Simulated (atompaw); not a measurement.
Pseudopotential generation for Ca (Z = 20): PAW (atompaw), PBE, scalar-relativistic.

Input for atompaw 4.2.0.5:

```
Ca 20
GGA-PBE scalarrelativistic loggrid 1500 logderivrange -5 5 251
4 4 3 0 0 0
4 1 0
3 2 0
0 0 0
c
c
v
v
c
v
v
v
2
2.40 2.10 1.75 1.45
n
n
y
2.4
n
custom polynom gramschmidtortho sinc
3 0 ultrasoft
1.75
2.40
2.10
2.40
2.40
1.50
PWSCFOUT
UPFDX 0.0125d0 UPFXMIN -7.d0 UPFZMESH 20.d0
END
```

Command:

```bash
atompaw < Ca.input > Ca.log
```

Resulting log (summary file):

```
Completed calculations for Ca (AE)

 Exchange-correlation type: GGA, Perdew-Burke-Ernzerhof

 Radial integration grid is logarithmic
 r0 =   4.0659520E-04 h =   8.1319041E-03   n =      1500 rmax =   8.0000000E+01

 Scalar relativistic calculation

 AEatom converged in  37 iterations
   nz     =  20.00
   delta  =       6.539274390613E-17

 All Electron Orbital energies:
  n  l      occupancy      energy
  1  0      2.0000000E+00 -2.9027626E+02
  2  0      2.0000000E+00 -3.0455690E+01
  3  0      2.0000000E+00 -3.4611813E+00
  4  0      2.0000000E+00 -2.7682465E-01
  2  1      6.0000000E+00 -2.4602824E+01
  3  1      6.0000000E+00 -2.0585563E+00
  4  1      0.0000000E+00 -1.0308635E-01
  3  2      0.0000000E+00 -1.4307243E-01

 Total energy
   Total                    :    -1360.65033886608398

 ---
 Completed calculations for Ca (SC)

 Exchange-correlation type: GGA, Perdew-Burke-Ernzerhof

 Radial integration grid is logarithmic
 r0 =   4.0659520E-04 h =   8.1319041E-03   n =      1500 rmax =   8.0000000E+01

 Scalar relativistic calculation

 SCatom converged in   1 iterations
   nz     =  20.00
   delta  =       1.811490686167E-17

 Valence Electron Orbital energies:
  n  l      occupancy      energy
   3  0      2.0000000E+00 -3.4611813E+00
   4  0      2.0000000E+00 -2.7682465E-01
   3  1      6.0000000E+00 -2.0585563E+00
   4  1      0.0000000E+00 -1.0308635E-01
   3  2      0.0000000E+00 -1.4307243E-01

 Total energy
   Total                    :    -1360.65033886278070
   Valence                  :     -133.37902747122934

 PAW parameters:
       lmax =            2
         rc =    2.4037065260722219
        irc =         1069
   rc_shape =    2.1104009691477348
    rc_vloc =    1.7503303537956865
    rc_core =    1.4516821296789630
   Vloc: Non norm-conserving form with l= 3;e=   0.0000E+00
   Projector type: polynomial pseudization + Gram-Schmidt ortho.
   Sinc^2 compensation charge shape zeroed at   2.1104E+00

 Number of basis functions     6
 No.   n  nodes  l      Energy         Cp coeff         Occ
  1    3    2    0   -0.3461181E+01  0.1000000E+01  0.2000000E+01
  2    4    3    0   -0.2768247E+00  0.7533243E+00  0.2000000E+01
  3    3    1    1   -0.2058556E+01  0.1000000E+01  0.6000000E+01
  4    4    2    1   -0.1030864E+00 -0.3313840E+01  0.0000000E+00
  5    3    0    2   -0.1430724E+00  0.1000000E+01  0.0000000E+00
  6  999    1    2    0.2400000E+01  0.1352801E+01  0.0000000E+00

 Eigenvalues of overlap operator (in the basis of projectors):
    1        5.48445824E-01
    2        1.25897097E+00
    3        4.06732670E+00
    4        1.14922336E+01
    5        9.95656321E+01
    6        5.78035459E+05

 Orbital leakage outside PAW augmentation regions
   orb  is_core?  %out_of_sphere
   1 0    T           0.00
   2 0    T           0.00
   3 0    F           1.21
   4 0    F          89.16
   2 1    T           0.00
   3 1    F           3.41
   4 1    F          96.27
   3 2    F          38.33

 Summary of PAW energies
   Total valence energy     :   -133.37902632962550
   Smooth energy            :      4.83637734260080
   One center               :   -138.21540367222630
   Smooth kinetic           :     16.82954826183705
   Vloc energy              :     -9.08931064621909
   Smooth exch-corr         :     -7.71528883250759
   One-center xc            :    -64.24487471200229
```

The run took about 8.6 s on one core of a shared server CPU.
